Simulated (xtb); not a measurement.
copper atom (Cu), doublet (GFN-xTB shapes and energies of metal compounds can be far from the true ones). Base run: GFN2-xTB in xtb.

Here is a job for xtb.
```
$ xtb mol.xyz --gfn 2 --uhf 1 --json

# file mol.xyz
1

Cu     0.00000000     0.00000000     0.00000000
```

The base run was repeated with changes; each row names its change, and settings that it needs were set with it.

| change | ΔE vs base (kJ/mol) | G_solv (kcal/mol) | SCF cycles |
|---|---|---|---|
| base | 0.00 | - | 3 |
| gbsa = methanol | -2.94 | -0.70 | 3 |
| acc = 1000 | 0.00 | - | 3 |
| alpb = water | 0.89 | 0.21 | 3 |
| etemp = 10000 | -94.2 | - | 15 |
| alpb = dmso | -2.30 | -0.55 | 3 |

ALPB and GBSA are two models with their own fitted parameters for each solvent, which aren't always the measured dielectric constant.
